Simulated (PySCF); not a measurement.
Calculated properties of `FC(F)(F)C1=CC1`

C4H3F3.
Atom-mapped SMILES: `[F:1][C:2]([F:3])([F:4])[C:5]1=[CH:6][CH2:7]1` (hydrogens: H8 on C6; H9, H10 on C7)

Structure used (GFN2-xTB), in Å, numbered top down from 1:
```xyz
10
C4H3F3 angstrom
F      2.0293   -0.5479   -0.8703
C      1.4315    0.0727    0.1620
F      1.7875   -0.6049    1.2676
F      1.9963    1.2874    0.2579
C     -0.0263    0.1453   -0.0010
C     -1.1227    0.8373   -0.1055
C     -1.2895   -0.6543   -0.1670
H     -1.6116    1.7792   -0.1347
H     -1.4907   -1.1290   -1.1190
H     -1.6948   -1.1812    0.6874
```

Structural features include: C=C double bond, CF3 group, C–F bond and cyclopropene ring.

GFN2-xTB geometry:

| Quantity | Value |
| --- | --- |
| Point group of the GFN2-xTB geometry | Cs |
| Rotational constants A, B, C of the GFN2-xTB geometry | 4.632, 2.031, 1.896 GHz |

wB97X-D/def2-SVPD ground state and vertical TDDFT (core frozen in the response) (PySCF):

| Item | Value |
| --- | --- |
| Dipole moment | 2.67 D |
| HOMO energy | -10.01 eV |
| LUMO energy | 0.76 eV |
| HOMO–LUMO gap | 10.77 eV |
| Lowest singlet excitation | 6.29 eV (197 nm, f = 0.110) |
| Strongest line among the 8 lowest singlet transitions | S1 at 6.29 eV (197 nm, f = 0.110) |
| Lowest triplet excitation (Tamm–Dancoff) | 3.99 eV |
| Static isotropic polarisability | 47.5 au |
| Electronic spatial extent ⟨r²⟩ about the centre of nuclear charge | 672 bohr² |

**delta-SCF UKS SCAN, pcX-2 on the ionised atom, pcseg-1 elsewhere, spin-free X2C (PySCF)**

| Property | Result |
| --- | --- |
| Core binding energies | C1s 291.7 (C6), C1s 291.7 (C7), C1s 291.8 (C5), C1s 298.6 (C2), F1s 693.8 (F1/F3/F4) eV |

Monoisotopic mass (most abundant isotopes): 108.0187 u.

The polarisability is 7.04 Å³ as a volume (1 au = 0.148185 Å³), or 0.88 au for each of the 54 electrons. No computed singlet falls in the visible range (750 to 380 nm, 1.65 to 3.26 eV); S1 lies 3.03 eV above its blue end. The dipole equals about 8.9 × 10⁻³⁰ C·m (1 D = 3.33564 × 10⁻³⁰ C·m). The vertical singlet–triplet gap S1 − T1 is 2.30 eV (TDDFT singlet less Tamm–Dancoff triplet; S1: HOMO→LUMO, weight 0.95; T1: HOMO→LUMO, weight 0.95). The largest Löwdin shares of the HOMO are 0.31 on C5, 0.28 on C6 and 0.18 on C7.

Geometry: GFN2-xTB; no solvent, vibrations or thermal averaging.

For the TDDFT job (wB97X-D/def2-SVPD), time: 29 s of wall time (grids of density and orbitals included); peak memory 0.72 GiB. Hardware: one thread of an Arm Neoverse V1, shared host with 64 logical CPUs at a one-minute load of 49.
